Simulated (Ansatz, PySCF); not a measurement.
NO2, SMILES N([O-])=O, charge -1. Atoms are numbered in the order given.

```xyz
3

N      0.0000     0.0000    -0.4615
O      0.0000     1.0714     0.2020
O      0.0000    -1.0714     0.2020
```
Charge -1, spin multiplicity 1.

Geometry optimised at TPSSh-D3(BJ)/def2-TZVPD.

Two levels are set side by side: PBE-D3(BJ)/def2-TZVPD (Ansatz, an electronic-structure program) and TPSSh-D3(BJ)/def2-TZVPD (PySCF). Each level has its own optimised geometry; the coordinates shown are those of the second. Frequencies come from the Hessian of PySCF at each geometry. Differences are taken from unrounded values.

```csv
quantity,TPSSh-D3(BJ),PBE-D3(BJ),PBE-D3(BJ) minus TPSSh-D3(BJ)
mean bond length (Å),1.260,1.269,0.008
bond N1–O2 (Å),1.260,1.269,0.008
bond N1–O3 (Å),1.260,1.269,0.008
highest harmonic wavenumber (cm⁻¹),1318,1267,-51
mean harmonic wavenumber (cm⁻¹),1122,1082,-40
zero-point energy (kcal/mol),4.81,4.64,-0.17
```

Exact exchange shortens and stiffens bonds; PBE has none. Differences between two approximate levels are no errors against the true value.
